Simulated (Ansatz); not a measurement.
Reaction (substitution at a C–O bond): `C#COCF` + `[NH2][SnH3]` → `C#C[NH][SnH3]` + `OCF`

Isolated molecules relaxed with PBE0-D4/def2-TZVP in Ansatz; ΔE leaves out vibrations. CCSD(T)/CBS adds triple-zeta CCSD(T) − MP2 to the extrapolated MP2 energy (def2 sets, frozen cores). DFT in def2-TZVPP. B3LYP here is the variant with VWN-RPA as its local correlation; programs differ in this. HSE06 is defined as in plane-wave codes. def2 core potentials past Kr. For Sn outer-core shells are correlated without core-valence functions, which leaves a few kJ/mol of doubt a bond. Each species was taken in one conformer, which may not be the lowest.

`C#COCF`:

Cartesian coordinates in Å:
```
C 0.615 0.264 -1.988
C -0.118 0.092 -1.055
O -0.921 -0.095 -0.056
C -0.264 -0.148 1.203
F -1.229 -0.345 2.115
H 1.247 0.416 -2.828
H 0.434 -0.991 1.214
H 0.236 0.806 1.394
```

`[NH2][SnH3]`:

Z-matrix (Å, degrees):
```
Sn
N 1 2.032
H 1 1.717 2 113.4
H 1 1.704 2 105.9 3 -120.4
H 1 1.704 2 105.9 3 120.4
H 2 1.012 1 112.9 3 -61.0
H 2 1.012 1 112.9 3 60.8
```

`C#C[NH][SnH3]`:

```xyz
9

C     2.075   -1.238   -0.239
C     0.920   -1.031    0.038
N    -0.358   -0.749    0.287
Sn   -1.096    1.122   -0.085
H     3.088   -1.446   -0.483
H    -0.790   -1.312    1.003
H    -0.973    1.346   -1.765
H    -2.704    1.046    0.470
H    -0.162    2.261    0.775
```

`OCF`:

Z-matrix (Å, degrees):
```
C
F 1 1.381
O 1 1.370 2 111.1
H 1 1.091 2 107.8 3 -117.4
H 1 1.096 2 106.3 3 123.2
H 3 0.962 1 109.3 2 70.7
```

```tsv
level	ΔE (kJ/mol)	difference from CCSD(T)/CBS
LDA (SPW92)	-69.5	-0.8
PBE-D4	-68.7	0.0
revPBE-D4	-68.9	-0.2
r2SCAN-D4	-68.2	0.5
B97M-V	-64.5	4.2
PBE0-D4	-70.6	-1.9
B3LYP-D4	-69.9	-1.2
r2SCANh-D4	-69.1	-0.4
r2SCAN0-D4	-70.3	-1.6
HSE06-D4	-70.7	-2.0
BHLYP-D4	-71.5	-2.8
CAM-B3LYP-D4	-68.8	-0.1
ωB97X-V	-66.7	2.0
ωB97M-V	-66.9	1.8
B2PLYP	-67.5	1.2
PBE-QIDH	-70.2	-1.5
PBE	-67.1	1.6
revPBE	-66.1	2.6
BLYP	-65.0	3.7
PBE0	-69.1	-0.4
B3LYP	-67.1	1.6
r2SCANh	-68.7	0.0
r2SCAN0	-69.8	-1.1
HSE06	-69.2	-0.5
BHLYP	-68.5	0.2
CAM-B3LYP	-67.1	1.6
LC-ωPBE	-69.4	-0.7
RPA@PBE/def2-TZVPP	-61.2	7.5
MP2/def2-SVP	-73.0	-4.3
CCSD/def2-SVP	-70.3	-1.6
CCSD(T)/def2-SVP	-69.0	-0.3
HF/def2-TZVPP	-66.2	2.5
SCS-MP2/def2-TZVPP	-67.0	1.7
CCSD/def2-TZVPP	-66.3	2.4
CCSD(T)/def2-TZVPP	-65.7	3.0
HF/def2-QZVPP	-66.3	2.4
MP2/def2-QZVPP	-72.0	-3.3
HF/CBS(def2)	-66.3	2.4
MP2/CBS(def2)	-73.2	-4.5
CCSD/CBS(def2)	-69.3	-0.6
CCSD(T)/CBS	-68.7	0
```

Largest T1 diagnostic among the species: 0.014.

From BLYP to BHLYP (50 % exact exchange), in def2-TZVPP and without D4, ΔE moves by −3.5 kJ/mol. Leaving LDA and LC-ωPBE aside and taking each functional with its dispersion term where it has one, the values spread over 7.0 kJ/mol, from BHLYP-D4 to B97M-V.
